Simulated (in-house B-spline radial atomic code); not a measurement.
A fraction x of an electron is removed from 5p in Nd VI (Nd5+), starting from [Kr] 4d10 4f2 5s2 5p5 and keeping the highest spin. Method: scalar-relativistic (X2C) PW91, spin-polarised, spherical fractional occupations, Fermi nucleus of rms radius 4.9123 fm. Calculated with a radial B-spline atomic code at the basis-set limit.

```tsv
x	E(x) - E(0) (eV)	5p down level (eV)
0	0.0000	-75.408
0.11	8.3755	-76.874
0.15	11.4611	-77.407
0.34	26.4096	-79.947
0.43	33.6591	-81.153
0.5	39.3726	-82.092
0.52	41.0172	-82.361
0.68	54.3669	-84.511
0.84	68.0610	-86.667
0.92	75.0375	-87.745
1	82.1003	-88.825
```

The exact functional would give a straight line between the two integer points. Deviations E(x) - E(0) - x[E(1) - E(0)], in eV: -0.656 at x = 0.11, -0.854 at x = 0.15, -1.505 at x = 0.34, -1.644 at x = 0.43, -1.678 at x = 0.5, -1.675 at x = 0.52, -1.461 at x = 0.68, -0.903 at x = 0.84, -0.495 at x = 0.92.

The curve lies below the straight line by up to 1.678 eV (at x = 0.5): convex, the delocalisation error that favours fractional charges.

(1) How well does Slater's transition state (minus the level at half occupation) give the ionisation energy?

## Answers

(1) It gives 82.092 eV against 82.100 eV from the two total energies; NIST lists 84.00 eV, ground level to ground level.
